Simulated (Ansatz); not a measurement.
`B[CH]([GaH2])[SiH2]F` → `B[CH2][GaH2]` + `F[SiH]`  (silylene formation by 1,1-elimination)

Gas-phase electronic energies from Ansatz, PBE0-D4/def2-TZVP geometries. CBS: MP2 limit from def2 TZ/QZ plus the TZ coupled-cluster correction, frozen cores. This one scheme is used for every species. DFT in def2-TZVPP. B3LYP here is the variant with VWN-RPA as its local correlation; programs differ in this. For Ga outer-core shells are correlated without core-valence functions, which leaves a few kJ/mol of doubt a bond. Scalar relativity is left out up to krypton. Each species was taken in one conformer, which may not be the lowest.

`B[CH]([GaH2])[SiH2]F`:

Z-matrix (Å, degrees):
```
C
Ga 1 1.996
Si 1 1.853 2 106.0
B 1 1.525 2 104.3 3 114.2
H 1 1.092 2 108.1 3 -121.5
H 2 1.562 1 120.2 3 -56.6
H 2 1.564 1 115.7 3 123.3
F 3 1.603 1 110.0 2 168.8
H 3 1.482 1 110.5 2 50.1
H 3 1.485 1 111.9 2 -73.7
H 4 1.202 1 120.0 2 -65.5
H 4 1.197 1 121.6 2 113.1
```

`B[CH2][GaH2]`:

```xyz
9

B     0.527   -0.577    1.143
C    -0.716   -0.169    0.384
Ga    0.071    0.645   -1.278
H     1.073   -1.619    0.908
H     1.043    0.172    1.927
H    -1.304   -0.984   -0.050
H    -1.334    0.625    0.805
H     0.625   -0.297   -2.402
H     0.016    2.203   -1.438
```

`F[SiH]`:

Cartesian coordinates in Å:
```
F 0.240 -0.908 -0.811
Si -0.221 0.566 -0.350
H -0.019 0.341 1.161
```

```tsv
level	ΔE (kJ/mol)	difference from CCSD(T)/CBS
PBE-D4	225.1	-9.2
r2SCAN-D4	248.4	14.1
PBE0-D4	239.7	5.4
B3LYP-D4	219.3	-15.0
ωB97X-V	237.7	3.4
ωB97M-V	222.6	-11.7
B3LYP	200.8	-33.5
MP2/def2-TZVPP	247.4	13.1
CCSD/def2-TZVPP	224.0	-10.3
MP2/CBS(def2)	253.7	19.4
CCSD(T)/CBS	234.3	0
```

Largest T1 diagnostic among the species: 0.015.

The D4 term adds +18.5 kJ/mol with B3LYP and +10.0 kJ/mol with PBE0; it sums over pairs of atoms, weighted by their polarisabilities, and B3LYP, whose exchange is more repulsive, gets the larger term. In def2-TZVPP, CCSD(T) changes the Hartree–Fock value by +15.6 kJ/mol (the triples alone add +4.0 kJ/mol) and MP2 by +35.0 kJ/mol. From PBE to PBE0 (25 % exact exchange), in def2-TZVPP and without D4, ΔE moves by +16.1 kJ/mol.
